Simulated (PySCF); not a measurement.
**Stretching NaHg**

Set-up: PySCF, scalar-relativistic core potentials, basis sets Na def2-SVPD, Hg def2-SVPD with ECP60. Energies in eV from Na + Hg in their ground configurations at the same level. State: ²Σ⁺ (doublet), unpaired electrons σ ↑.

All columns are PBE0. A positive dipole means Na(−)Hg(+).

```csv
R (Å),E (eV),μ (D),Mulliken charge on Na (basis-dependent),HOMO (eV),LUMO (eV),Mayer bond order,⟨S²⟩
3.016,-0.032,0.12,0.04,-3.37,-1.44,0.40,0.75
3.156,-0.062,0.02,0.03,-3.40,-1.46,0.36,0.75
3.297,-0.077,-0.07,0.03,-3.43,-1.47,0.31,0.75
3.402,-0.082,-0.13,0.03,-3.45,-1.47,0.28,0.75
3.507,-0.083,-0.17,0.02,-3.46,-1.48,0.25,0.75
3.612,-0.081,-0.21,0.02,-3.48,-1.48,0.22,0.75
3.752,-0.077,-0.25,0.02,-3.50,-1.47,0.19,0.75
3.928,-0.069,-0.28,0.02,-3.51,-1.46,0.15,0.75
4.138,-0.058,-0.30,0.02,-3.53,-1.44,0.11,0.75
4.419,-0.045,-0.29,0.02,-3.54,-1.40,0.08,0.75
```

A fit through these points gives, at Re = 3.487 Å, μ = -0.16 D and dμ/dR = -0.425 D/Å; the reduced mass is 20.64 u.

Problem. How strong is the fundamental in the double-harmonic approximation, I = 42.26·(dμ/dR)²/μred km/mol?

Solution. I = 42.26·(-0.425)²/20.64 = 0.370 km/mol at PBE0.

The bond is weak. Basis-set superposition, not corrected here, can be much of De in a small basis, most of all at correlated wavefunction levels. Functionals without a dispersion term scatter widely for such bonds, and LDA overbinds them. Spin–orbit coupling is left out. The state was picked by a PBE0 search and need not be the measured ground state.
